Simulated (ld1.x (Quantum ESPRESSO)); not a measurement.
**u(r) = r·R(r): atom against pseudo-atom (Ba)**

Columns: radius, all-electron u(r) and pseudo u(r) of the 5d shell (level -2.02 eV) of barium in the configuration [Xe] 5d0 6s2 6p0; PBE, scalar-relativistic, TM scheme, ld1.x (Quantum ESPRESSO) 7.5.

| r (bohr) | all-electron | pseudo |
| --- | --- | --- |
| 0.210 | 0.1300 | 0.0019 |
| 0.420 | -0.1393 | 0.0145 |
| 0.630 | -0.2314 | 0.0459 |
| 0.840 | -0.1261 | 0.0994 |
| 1.050 | 0.0430 | 0.1728 |
| 1.260 | 0.2048 | 0.2588 |
| 1.470 | 0.3356 | 0.3470 |
| 1.680 | 0.4308 | 0.4268 |
| 1.890 | 0.4942 | 0.4902 |
| 2.100 | 0.5314 | 0.5331 |
| 2.310 | 0.5491 | 0.5558 |
| 2.520 | 0.5527 | 0.5612 |
| 2.730 | 0.5465 | 0.5541 |
| 2.940 | 0.5339 | 0.5392 |
| 3.150 | 0.5173 | 0.5202 |
| 3.360 | 0.4983 | 0.4995 |
| 3.570 | 0.4782 | 0.4785 |
| 3.780 | 0.4575 | 0.4576 |
| 3.990 | 0.4367 | 0.4367 |
| 4.200 | 0.4158 | 0.4158 |
| 4.410 | 0.3949 | 0.3949 |
| 4.620 | 0.3742 | 0.3742 |
| 4.830 | 0.3537 | 0.3537 |
| 5.040 | 0.3335 | 0.3335 |
| 5.250 | 0.3138 | 0.3138 |
| 5.460 | 0.2946 | 0.2946 |

How many radial nodes do the two functions have?

The all-electron 5d function has n − l − 1 = 2; the pseudo-wave has 0, since the states of the same l below it are removed with the core.

At about which radius was the pseudo-wave matched?

4.20 bohr. The columns agree to 0.0005 from 3.57 bohr on; several derivatives are matched, so the curves merge somewhat inside the radius.

Is the pseudo-wave norm-conserving?

Yes: the TM scheme keeps the norm inside the radius equal to the all-electron one, which fixes the energy derivative of the logarithmic derivative at the level.
